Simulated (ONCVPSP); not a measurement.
# Which change was made? (Ta, ONCV)

- Element: Ta
- Generator: ONCVPSP 4.0.1
- Type: optimised norm-conserving Vanderbilt (ONCV)
- Functional: LDA (Perdew-Zunger)
- Relativity: scalar-relativistic
- Frozen core: [Kr] 4d10 4f14
- Valence charge: 13
- Reference configuration: 5s2 5p6 5d3 6s1.75 6p0.25
- Partial waves: 5s+6s: rc 1.90 bohr, ncon 3, nbas 8, qcut 6.3 1/bohr, 2 projectors; 5p+6p: rc 2.55 bohr, ncon 5, nbas 8, qcut 4.9 1/bohr, 2 projectors; 5d: rc 2.65 bohr, ncon 5, nbas 10, qcut 6.5 1/bohr, 2 projectors, debl 2.1 Ha
- Local potential: polynomial inside 1.35 bohr (lpopt 5, dvloc0 0 Ha)
- Core correction: Teter function, fcfact 1.5, rcfact 1.15

Cutoffs, loose and tight: the cutoffs (Ha) at which the residual kinetic energy of the hardest occupied pseudo-wave falls to 1 and 0.1 mHa per electron. They do not see the model core or the augmentation charge, which bear on the density cutoff. Test errors are all-electron minus pseudo excitation energies from the reference, over the configurations 5s2 5p6 5d3 6s2 6p0; 5s2 5p6 5d3 6s1 6p0; 5s2 5p6 5d3 6s0 6p0; 5s2 5p6 5d3.5 6s1.5 6p0; variants that change the core or the reference have their own tests.

The base gives: outcome: generated; cutoff, loose: 13 Ha; cutoff, tight: 16 Ha; bound ghosts: none; GHOST(+) flags above zero: s, d; largest test error (meV): -6.1.

Question: After one change the result is: outcome: generated; cutoff, loose: 21 Ha; cutoff, tight: 25 Ha; bound ghosts: none; GHOST(+) flags above zero: s; largest test error (meV): -2.4. Which change was it?
A. s: qcut 8.5; p: qcut 6.6; d: qcut 8.8
B. s: qcut 7.5; p: qcut 5.8; d: qcut 7.7
C. s: qcut 4.2; p: qcut 3.3; d: qcut 4.4

Answer: A. The others give: s: qcut 4.2; p: qcut 3.3; d: qcut 4.4 → outcome: generated; cutoff, loose: 26 Ha; cutoff, tight: 34 Ha; bound ghosts: none; GHOST(+) flags above zero: p; largest test error (meV): -9.1 | s: qcut 7.5; p: qcut 5.8; d: qcut 7.7 → outcome: generated; cutoff, loose: 17 Ha; cutoff, tight: 20 Ha; bound ghosts: none; GHOST(+) flags above zero: s; largest test error (meV): -4.2.
